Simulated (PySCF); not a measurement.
Electron correlation in As (arsenic, neutral)

[Ar] 3d10 4s2 4p3, high-spin 4S determinant. Calculation: PySCF 2.14, in x2c-TZVPPall with one added diffuse shell each of s, p, d type (7s6p5d1f, 57 functions); the spin-free X2C one-electron Hamiltonian (Gaussian nucleus). Frozen: [Ne]; 23 electrons correlated.

```json
{"level": "CCSD", "correlation energy (mhartree)": "-320.69"}
{"level": "(T)", "correlation energy (mhartree)": "-8.30"}
{"level": "CCSD(T)", "correlation energy (mhartree)": "-328.99"}
```

Diagnostics: T1 = 0.0054, D1 = 0.0111, largest double amplitude 0.031.

Problem. Is a single reference adequate?

Solution. Yes, within this model without spin-orbit coupling: T1 lies below 0.03 and no double amplitude reaches 0.07.

This basis was not built for core-valence correlation, so the inner-shell part is incomplete.
